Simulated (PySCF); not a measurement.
Input of a response calculation (the driver script's job line, then coordinates in Å):

```
{"job": {"kind": "uv", "xc": "B3LYP", "basis": "def2-SVPD", "ip": true, "dynamic": false}, "charge": 0, "multiplicity": 1}
C      2.839902     0.513641    -0.258098
S      2.458086    -1.058656    -1.096122
Ge     0.885985    -1.816911     0.272995
C     -0.607991    -0.597015     0.128080
C     -0.943750     0.309852    -0.842541
C     -2.150789     0.939481    -0.410936
C     -2.456166     0.369373     0.789827
O     -1.534371    -0.552618     1.122519
H      1.949609     1.154040    -0.181734
H      3.260886     0.342695     0.743004
H      3.592979     1.024894    -0.873240
H      0.539381    -3.231703    -0.215753
H      1.387771    -1.843849     1.728835
H     -0.382225     0.492058    -1.757233
H     -2.717508     1.713740    -0.923491
H     -3.268598     0.514533     1.497833
```

The program printed, after the SCF cycles:

```
converged SCF energy = -2745.2546819059

Static polarisability (au): isotropic 113.534, principal 90.906 111.436 138.261

Singlet excitations
state   eV       nm        f      main configurations
  1   5.1018    243.0   0.01021   H-1->L 0.46, H->L 0.42
  2   5.5060    225.2   0.15610   H->L 0.40, H-1->L 0.35, H-1->L+1 0.12
  3   5.5636    222.8   0.00385   H-1->L+1 0.42, H->L+1 0.38
  4   5.7908    214.1   0.00279   H->L+2 0.25, H-1->L+2 0.23, H-1->L+3 0.22
  5   5.9327    209.0   0.16631   H-1->L+1 0.33, H->L+1 0.31, H->L 0.11
  6   5.9936    206.9   0.00136   H->L+3 0.33, H->L+2 0.28, H-1->L+3 0.22
  7   6.0913    203.5   0.01658   H-1->L+2 0.45, H->L+2 0.34
  8   6.1122    202.8   0.01286   H-1->L+3 0.50, H->L+3 0.44
  9   6.4521    192.2   0.00246   H->L+4 0.35, H-2->L 0.33, H-1->L+4 0.11
 10   6.5314    189.8   0.00136   H->L+4 0.36, H-2->L 0.23, H->L+5 0.12

Triplet excitations (Tamm-Dancoff, eV): 3.8934 4.8174 5.2377 5.3147
Vertical ionisation energy (delta-SCF) = 8.4125 eV
```

Method used: PySCF 2.14.0, density-fitted response routines, TDDFT B3LYP/def2-SVPD, vertical, gas phase, core orbitals frozen in the response. The structure is a single PBE0-D3(BJ)/def2-SVP conformer in the gas phase; no vibrational or solvent corrections. The B3LYP/def2-SVPD calculation is non-relativistic and has no spin–orbit coupling, an omission that weighs most on germanium.

Problem. Which orbital energies lie behind H and L?

Solution. HOMO -6.60 eV and LUMO -0.63 eV, a gap of 5.97 eV; state 1 differs from that by -0.87 eV.

Problem. How much of the mean polarisability do the listed states account for?

Solution. The sum over states Σ f/ΔE² (ΔE in hartree) gives 8.44 au, 7% of the total; the rest comes from higher roots of the same response equations.

Problem. What is the polarisability anisotropy, √(½[(α1 − α2)² + (α2 − α3)² + (α3 − α1)²])?

Solution. 41.13 au.

Problem. What is the total energy of state 2 at this geometry?

Solution. -2745.25468 + 0.20234 = -2745.05234 hartree.

Problem. What share of the summed oscillator strength falls to the strongest level in this window?

Solution. State 5 at 209 nm: 0.1663 of 0.3739, or 44%.

Problem. Write the structure that the coordinates describe.

Solution. `C[S][GeH2][c]1ccco1` (C5H8GeOS), point group C1.

H and L stand for HOMO and LUMO.

The values belong to the conformer `[CH3:1][S:2][GeH2:3][c:4]1[cH:5][cH:6][cH:7][o:8]1`: C1–S2–Ge3–C4 65°, S2–Ge3–C4–C5 20°.
